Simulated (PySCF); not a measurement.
H3O3Ti, SMILES [OH][Ti]([OH])[OH] (connectivity only; charge and spin as stated), neutral, multiplicity 2. Atoms are numbered in the order given.

```xyz
7

Ti     0.0000     0.0000     0.0000
O     -1.6740    -0.6540     0.0000
H     -2.6230    -0.5023     0.0000
O      0.2706     1.7767     0.0000
H      0.8765     2.5227     0.0000
O      1.4034    -1.1227     0.0000
H      1.7465    -2.0205     0.0000
```
Charge 0, spin multiplicity 2.

Geometry optimised at B3LYP-D3(BJ)/def2-SVP. The multiplicity is an assumed one; other spin states were not compared. The isomer is the one that the SMILES or the coordinates give; other isomers of the formula were not compared. The values are those of a single conformer.

Calculation: CAM-B3LYP/def2-TZVPD in PySCF.

Mulliken values depend strongly on the basis, most of all with diffuse functions as here. ESP charges are fitted to the potential on shells at 1.4 to 2.0 van der Waals radii. Atomic charges (e):

| atom | ESP fit | meta-Löwdin | Mulliken spin |
|---|---|---|---|
| Ti1 | 1.10 | [?] | 0.99 |
| O2 | -0.82 | [?] | 0.00 |
| H3 | 0.45 | [?] | 0.00 |
| O4 | -0.82 | [?] | 0.00 |
| H5 | 0.45 | [?] | 0.00 |
| O6 | -0.82 | [?] | 0.00 |
| H7 | 0.45 | [?] | 0.00 |

### Question
What belongs in the gaps? (The exact figures need the calculation; the answer reports its results.)

### Answer

- Ti1, meta-Löwdin: 1.33
- O2, meta-Löwdin: -0.80
- H3, meta-Löwdin: 0.35
- O4, meta-Löwdin: -0.80
- H5, meta-Löwdin: 0.35
- O6, meta-Löwdin: -0.80
- H7, meta-Löwdin: 0.35
